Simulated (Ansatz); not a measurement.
Geometry optimisation, UKS B3LYP/def2-SVP (Ansatz 0.2.0).

input.yaml

```yaml
crystal:
  periodic: [false, false, false]
  atoms:
    - { symbol: Al, position_ang: [0.049501, -0.224595, -0.146176] }
    - { symbol: Cl, position_ang: [-0.122, 0.28596, 1.97936] }
    - { symbol: O, position_ang: [1.611134, -0.307323, -0.785374] }
    - { symbol: H, position_ang: [1.822355, -0.525245, -1.697765] }
    - { symbol: O, position_ang: [-1.321856, -0.533062, -1.086649] }
    - { symbol: H, position_ang: [-2.246515, -0.512978, -0.825749] }
    - { symbol: Si, position_ang: [0.012114, 0.014161, 5.302035] }
    - { symbol: H, position_ang: [-0.820899, -1.154, 5.721846] }
    - { symbol: H, position_ang: [1.40521, -0.128906, 5.822964] }
    - { symbol: H, position_ang: [-0.598845, 1.287388, 5.791308] }
magnetization:
  spin_polarized: true
  initial_magnetization: 1
basis:
  gaussian: { orbitals: def2-SVP }
hamiltonian:
  xc: b3lyp
relax:
  f_tol: 0.03
  max_steps: 50
output:
  orbitals: {}
```

Run as:

```bash
$ ansatz run input.yaml --threads 4 --pin off --max-ram 5120MiB --backend cpu --events-out ev --progress --plain --runs-dir out
```

Q: Where does it end, and by what steps?

A: It converged. After 7 steps the energy has fallen by 0.112 eV; Si7 moved furthest, 0.42 Å.

```
step  energy less start (eV)  largest force component (eV/Å)  accepted
   0                  0.0000                           1.318       yes
   1                 -0.0945                           0.445       yes
   2                 -0.0964                           0.298       yes
   3                 -0.1032                           0.199       yes
   4                 -0.1101                           0.191       yes
   5                 -0.1113                           0.151       yes
   6                 -0.1121                           0.072       yes
   7                 -0.1123                           0.019       yes
```

```xyz
10
Properties=species:S:1:pos:R:3
Al 0.039 -0.220 -0.397
Cl -0.147 0.334 1.619
O 1.601 -0.320 -1.036
H 1.808 -0.559 -1.944
O -1.311 -0.561 -1.363
H -2.231 -0.531 -1.087
Si 0.023 0.023 5.724
H -0.814 -1.147 6.125
H 1.416 -0.118 6.243
H -0.593 1.300 6.193
```

Whether the end is a true minimum wasn't checked by a vibrational analysis.

Time of the run: 19 s on 4 threads of Arm Neoverse V2, on a shared host, peak memory 0.34 GiB.
